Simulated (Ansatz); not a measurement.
BeMeI (CH3BeI). Charge 0, multiplicity 1. Geometry r2SCAN-D4/def2-TZVP, basis def2-TZVP, Ansatz.

```
atom   x (Å)   y (Å)   z (Å)
 Be1   0.313   0.900  -0.067
  C2  -0.234  -0.675   0.053
  H3  -0.011  -1.115   1.030
  H4   0.223  -1.324  -0.701
  H5  -1.319  -0.742  -0.086
  I6   1.028   2.956  -0.229
```

```json
{"run": "A", "HOMO (eV)": "-7.09", "LUMO (eV)": "-0.70"}
{"run": "B", "HOMO (eV)": "-9.14", "LUMO (eV)": "0.37"}
{"run": "C", "HOMO (eV)": "-10.16", "LUMO (eV)": "1.18"}
{"run": "D", "HOMO (eV)": "-10.35", "LUMO (eV)": "1.43"}
{"run": "E", "HOMO (eV)": "-8.11", "LUMO (eV)": "-0.07"}
{"run": "F", "HOMO (eV)": "-7.92", "LUMO (eV)": "-0.31"}
```

In the def2 sets I takes a core potential; there is no spin–orbit coupling.

**Question.** The runs used CAM-B3LYP, HF, PBE0, r2SCAN, r2SCAN0, ωB97X-V. Estimate which is which.

**Answer.** A r2SCAN (0 % exact exchange); B CAM-B3LYP (range-separated); C ωB97X-V (range-separated); D HF (100 % exact exchange); E r2SCAN0 (25 % exact exchange); F PBE0 (25 % exact exchange). Exact exchange lowers occupied and raises empty levels; among semilocal functionals meta-GGAs tend to open the gap a little, and such runs are hard to tell apart. The gap grows from 6.40 eV (r2SCAN) to 11.78 eV (HF).
